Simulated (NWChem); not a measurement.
All runs are NWChem calculations. System: selenium hexafluoride (F6Se), charge 0, spin multiplicity 1, at a geometry optimised with PBE/def2-SVP. Level: RHF/def2-SVP.

Job file:

```
start mol
memory heap 200 mb stack 900 mb global 1100 mb
geometry units angstroms nocenter noautoz
  F      0.000000    -1.735173     0.000000
  Se     0.000000     0.000000     0.000000
  F      1.735175     0.000000     0.000000
  F      0.000000     0.000000     1.735175
  F     -1.735175     0.000000     0.000000
  F      0.000000     0.000000    -1.735175
  F      0.000000     1.735173     0.000000
  symmetry group D2h
end
basis spherical
  * library def2-svp
end
scf
  rhf
  nopen 0
  maxiter 100
  thresh 1e-7
  semidirect memsize 60000000 filesize 0
end
task scf energy
```

Part of the output:

```
             Northwest Computational Chemistry Package (NWChem) 7.3.0
             --------------------------------------------------------

                                NWChem Input Module
                                -------------------

 Scaling coordinates for geometry "geometry" by  1.889725989
 (inverse scale =  0.529177249)

 Turning off AUTOSYM since
 SYMMETRY directive was detected!

                             Geometry "geometry" -> ""
                             -------------------------

 Output coordinates in angstroms (scale by  1.889725989 to convert to a.u.)

  No.       Tag          Charge          X              Y              Z
 ---- ---------------- ---------- -------------- -------------- --------------
    1 F                    9.0000     0.00000000    -1.73517300     0.00000000
    2 Se                  34.0000     0.00000000     0.00000000     0.00000000
    3 F                    9.0000     1.73517500     0.00000000     0.00000000
    4 F                    9.0000     0.00000000     0.00000000     1.73517500
    5 F                    9.0000    -1.73517500     0.00000000     0.00000000
    6 F                    9.0000     0.00000000     0.00000000    -1.73517500
    7 F                    9.0000     0.00000000     1.73517300     0.00000000

 Effective nuclear repulsion energy (a.u.)     806.5887584055

            Nuclear Dipole moment (a.u.)
            ----------------------------
        X                 Y               Z
 ---------------- ---------------- ----------------
     0.0000000000     0.0000000000     0.0000000000

      Symmetry information
      --------------------

 Group name             D2h
 Group number             26
 Group order               8
 No. of unique centers     4

      Symmetry unique atoms

     1    2    3    4


 Summary of "ao basis" -> "" (spherical)
 ------------------------------------------------------------------------------
       Tag                 Description            Shells   Functions and Types
 ---------------- ------------------------------  ------  ---------------------
 *                          def2-svp                  on all atoms
[...]
    55     -0.241576  3 F  pz                67      0.241576  4 F  px
    83      0.241576  5 F  pz                95     -0.241576  6 F  px

 Vector   45  Occ=0.000000D+00  E=-9.106480D-03  Symmetry=ag
              MO Center=  3.0D-17, -4.8D-17, -9.0D-17, r^2= 2.5D+00
   Bfn.  Coefficient  Atom+Function         Bfn.  Coefficient  Atom+Function
  ----- ------------  ---------------      ----- ------------  ---------------
    18      1.047263  2 Se s                 17     -0.577569  2 Se s
    19      0.423809  2 Se s                  8     -0.245080  1 F  py
    53      0.245080  3 F  px                69      0.245080  4 F  pz
    81     -0.245080  5 F  px                97     -0.245080  6 F  pz
   110      0.245080  7 F  py                 5      0.238534  1 F  py

 Vector   46  Occ=0.000000D+00  E= 2.238685D-01  Symmetry=b1u
              MO Center= -7.0D-18, -4.5D-17,  1.2D-15, r^2= 2.3D+00
   Bfn.  Coefficient  Atom+Function         Bfn.  Coefficient  Atom+Function
  ----- ------------  ---------------      ----- ------------  ---------------
    31      1.062564  2 Se pz                28      0.686171  2 Se pz
    63     -0.484800  4 F  s                 91      0.484800  6 F  s
    69      0.379117  4 F  pz                97      0.379117  6 F  pz
    25     -0.358813  2 Se pz                66     -0.275707  4 F  pz
    94     -0.275707  6 F  pz

 Vector   47  Occ=0.000000D+00  E= 2.238685D-01  Symmetry=b3u
              MO Center=  2.0D-16, -4.6D-18, -1.5D-17, r^2= 2.3D+00
   Bfn.  Coefficient  Atom+Function         Bfn.  Coefficient  Atom+Function
  ----- ------------  ---------------      ----- ------------  ---------------
    29      1.062564  2 Se px                26      0.686171  2 Se px
    49     -0.484800  3 F  s                 77      0.484800  5 F  s
    53      0.379117  3 F  px                81      0.379117  5 F  px
    23     -0.358813  2 Se px                50     -0.275707  3 F  px
    78     -0.275707  5 F  px

 center of mass
 --------------
 x =   0.00000000 y =   0.00000000 z =   0.00000000

 moments of inertia (a.u.)
 ------------------
         817.072799913308           0.000000000000           0.000000000000
           0.000000000000         817.073741689521           0.000000000000
           0.000000000000           0.000000000000         817.072799913308

  Mulliken analysis of the total density
  --------------------------------------

    Atom       Charge   Shell Charges
 -----------   ------   -------------------------------------------------------
    1 F    9     9.39   1.99  1.13  0.85  3.29  2.12  0.01
    2 Se  34    31.65   2.00  2.00  1.99  1.20 -0.11  6.00  5.98  1.45  0.22  8.28  1.74  0.91
    3 F    9     9.39   1.99  1.13  0.85  3.29  2.12  0.01
    4 F    9     9.39   1.99  1.13  0.85  3.29  2.12  0.01
    5 F    9     9.39   1.99  1.13  0.85  3.29  2.12  0.01
    6 F    9     9.39   1.99  1.13  0.85  3.29  2.12  0.01
    7 F    9     9.39   1.99  1.13  0.85  3.29  2.12  0.01

       Multipole analysis of the density wrt the origin
       ------------------------------------------------

     L   x y z        total         open         nuclear
     -   - - -        -----         ----         -------
     0   0 0 0     -0.000000      0.000000     88.000000

     1   1 0 0     -0.000000      0.000000      0.000000
     1   0 1 0      0.000000      0.000000      0.000000
     1   0 0 1     -0.000000      0.000000      0.000000

     2   2 0 0    -37.322754      0.000000    193.533763
     2   1 1 0     -0.000000      0.000000      0.000000
     2   1 0 1     -0.000000      0.000000      0.000000
     2   0 2 0    -37.322724      0.000000    193.533317
     2   0 1 1     -0.000000      0.000000      0.000000
     2   0 0 2    -37.322754      0.000000    193.533763

 Task  times  cpu:        1.1s     wall:        1.1s

 Total times  cpu:        1.1s     wall:        1.1s
```
